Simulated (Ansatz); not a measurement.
Energy profile

The step: SiH₂F₂ ([F][SiH2][F]) + H₂O + HF → SiH₂OF₂ ([OH][SiH]([F])[F]) + HF + H₂; bonds formed: Si1–O7, H2–H8, H6–F9; bonds broken: Si1–H2, H6–O7, H8–F9 (atoms numbered as in the saddle structure below).

```
atom    x (Å)    y (Å)    z (Å)
 Si1  -0.6272   0.4203  -0.6158
  H2  -0.9769  -0.7931   0.5104
  F3  -0.0398   1.5346  -1.6443
  F4  -1.3811   1.4193   0.3678
  H5  -1.3614  -0.3987  -1.5923
  H6   1.1583  -0.5357   0.7343
  O7   1.0453   0.0154  -0.1914
  H8  -0.2666  -1.0625   1.1896
  F9   0.7211  -1.2301   1.7199
 H10   1.7284   0.6304  -0.4780
```

Electronic energies by CCSD(T) at an estimated basis limit (MP2 extrapolated from triple and quadruple zeta, plus CCSD(T) − MP2 in triple zeta), on PBE0-D4/def2-TZVP structures; SiH5OF3, closed shell; no counterpoise correction. Computed with Ansatz 0.2.0 (basis: def2-TZVPP and def2-QZVPP); correlated methods freeze the cores. Extrapolation: Hartree–Fock as exp(−7.88 √X), correlation as X^−2.97.

Problem. Give the profile in kcal/mol, counted from the separated reactants. (Judge from chemistry; the value comes from the calculation.)

Solution. Computed:
```
                                                                                                                            point  kcal/mol
     separated: SiH2F2 (linked as [F][SiH2][F]; Si1, H2, F3, F4, H5; singlet) + H2O (H6, O7, H10; singlet) + HF (H8, F9; singlet)      0.00
                                                                                                                  start structure     -7.85
                                                                                                                           saddle     14.87
                                                                                                                    end structure    -31.41
separated: SiH2OF2 (linked as [OH][SiH]([F])[F]; Si1, F3, F4, H5, O7, H10; singlet) + H2 (H2, H8; singlet) + HF (H6, F9; singlet)    -24.59
```

T1 diagnostic: at most 0.012.

For scale, one of the runs: CCSD(T)/def2-TZVPP, 236 basis functions, launched by `ansatz run in.yaml --threads 8 --pin off --events-out ev --progress --plain --max-ram 19148MiB`. Time: 22 s of wall clock on 8 CPU threads of an Intel Xeon 6975P-C; the host was shared. Peak host memory: 5.3 GiB.
